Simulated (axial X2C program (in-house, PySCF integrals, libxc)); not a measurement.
# FeF⁺: nuclear properties from DFT to coupled cluster

Computed with an axial X2C code built on PySCF integrals: two-component X2C with atomic mean-field Coulomb and Gaunt terms, Gaussian nuclei, basis Fe dyall-acv3z, F dyall-av3z with contracted cores.

R = 1.692 Å (near the PBE0 minimum at charge 1 of the determinant lowest at the starting distance; the state shown can have its own minimum elsewhere); state Ω = 4 (⟨Sz⟩ = 2.00, ⟨Lz⟩ = 2.00 at PBE0).

```csv
level,Eeff magnitude (GV/cm),Ws magnitude Fe (kHz),A∥/gI Fe (MHz),qzz Fe (a.u.),A∥/gI F (MHz)
PBE0,0.73,0.0543,348,1.07,2.88
HF,0.71,0.0518,261,0.70,7.01
B3LYP,0.694,0.0508,363,1.12,2.45
```

Eeff is the effective electric field on the electron electric dipole moment in this Ω state and Ws the scalar–pseudoscalar constant of the nucleus named (defined with the proton number Z and per Ω); A∥ (defined per Ω) follows by multiplying with gI = μI/(I μN); qzz is the electric field gradient, eQq0 = 234.96 MHz × Q/barn × qzz. The operators were transformed with the bare-nucleus X2C matrices; with these basis sets, hyperfine constants and field gradients can be off by tens of per cent, and where levels differ in sign neither size nor sign is settled.

Finite-field MP2, CCSD and CCSD(T), with 22 electrons correlated in 130 natural virtual spinors (MP2 remainder added):

| level | Eeff magnitude (GV/cm) | Ws magnitude Fe (kHz) | A∥/gI Fe (MHz) | qzz Fe (a.u.) | A∥/gI F (MHz) |
| --- | --- | --- | --- | --- | --- |
| MP2 | 0.802 | 0.061 | 311 | 1.09 | 4.45 |
| CCSD | 0.781 | 0.0588 | 301 | 0.96 | 4.59 |
| CCSD(T) | 0.801 | 0.0609 | 308 | 1.01 | 4.02 |

T1 = 0.018 (Lee–Taylor). One unrestricted determinant, the lowest of a limited PBE0 search, is the reference; the functionals treat spin collinearly. With several open shells it need not be a pure state. Correlation of the inner shells is missing, which matters for properties at the nucleus. Number of frozen shells: Fe 2 s, 1 p; F 1 s.

By how much does correlation change each value, CCSD(T) against HF?

Eeff magnitude 13 %; Ws magnitude Fe 18 %; A∥/gI Fe 18 %; qzz Fe 44 %; A∥/gI F -43 %.
